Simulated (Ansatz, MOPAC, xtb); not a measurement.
Pair of molecules: NH3 (SMILES N) (first 4 atoms) with Si2H6 (SMILES [SiH3][SiH3]); geometry from B3LYP-D3(BJ)/def2-TZVP, rigid monomers moved along the line of their centres of mass till N1···Si5 is 3.59 Å.
(charge 0, multiplicity 1):
```xyz
12

N     -0.4125     0.1890     0.9608
H     -0.3598    -0.6942     0.4668
H     -1.3615     0.5340     0.8745
H      0.1981     0.8436     0.4856
Si     0.3301    -1.2235     4.1733
Si     0.4471     1.1108     4.3294
H      0.6184    -1.8537     5.4907
H      1.3255    -1.7507     3.2096
H     -1.0233    -1.6681     3.7628
H      0.7810     1.5349     5.7166
H     -0.8502     1.7389     3.9810
H      1.4999     1.6578     3.4399
```

Counterpoise-corrected where a basis set is named; no monomer relaxation.

Correlated levels freeze the cores. The state that PM7 reach isn't checked; PM7 holds dispersion and hydrogen-bond terms.

The values were computed with Ansatz (an electronic-structure program); MOPAC for PM7 (differences of heats of formation); xtb for the GFN methods. Each number belongs to the level named beside it.

**Question.** Give the interaction energy at the level GFN1-xTB.

**Answer.** -6.7 kcal/mol

**Question.** What interaction energy does CCSD/aug-cc-pV(D+d)Z give?

**Answer.** -3.1 kcal/mol

**Question.** What interaction energy does PM7 give?

**Answer.** -1.7 kcal/mol
